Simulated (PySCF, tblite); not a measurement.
Isomers of C5H14OP2Si. Calculated harmonic vibrations of the isolated species, GFN2-xTB (tblite), most abundant isotopes, no scaling. Against measured fundamentals such values can be off by several per cent, at times by over 20. Modes of hydrogen on phosphorus and silicon can be 10 to 20 % off. One conformer each.

Electronic energies: PBE0/pcSseg-1 single points on the GFN2-xTB geometries (PySCF, gas phase).

```
                       SMILES  electronic energy, lowest = 0 (kJ/mol)
     C[Si@H]1CC[P@](=O)(P)CC1                                     0.0
O=[P@@]1(P)CCC[C@H]([SiH3])C1                                    72.1
        CC(=O)P([SiH3])CP(C)C                                   132.5
```

How do GFN2-xTB zero-point energies change the relative energies?

```csv
SMILES,ZPE (kJ/mol),of it from modes above 1550 cm⁻¹,electronic (kJ/mol),"with ZPE, lowest = 0 (kJ/mol)",lowest mode (cm⁻¹),rings
C[Si@H]1CC[P@](=O)(P)CC1,467.0,236.6,0.0,0.0,48,1
O=[P@@]1(P)CCC[C@H]([SiH3])C1,460.0,227.2,72.1,65.0,75,1
CC(=O)P([SiH3])CP(C)C,451.9,247.0,132.5,117.4,24,0
```

The zero-point energies span 15.1 kJ/mol, from `CC(=O)P([SiH3])CP(C)C` to `C[Si@H]1CC[P@](=O)(P)CC1`. The order is unchanged.

And how do the electronic energies of GFN2-xTB itself compare?

`C[Si@H]1CC[P@](=O)(P)CC1` 45.3; `O=[P@@]1(P)CCC[C@H]([SiH3])C1` 0.0; `CC(=O)P([SiH3])CP(C)C` 209.4 kJ/mol, lowest = 0. Against the energies above, taken from the same isomer `C[Si@H]1CC[P@](=O)(P)CC1`, the largest difference is 117.4 kJ/mol.
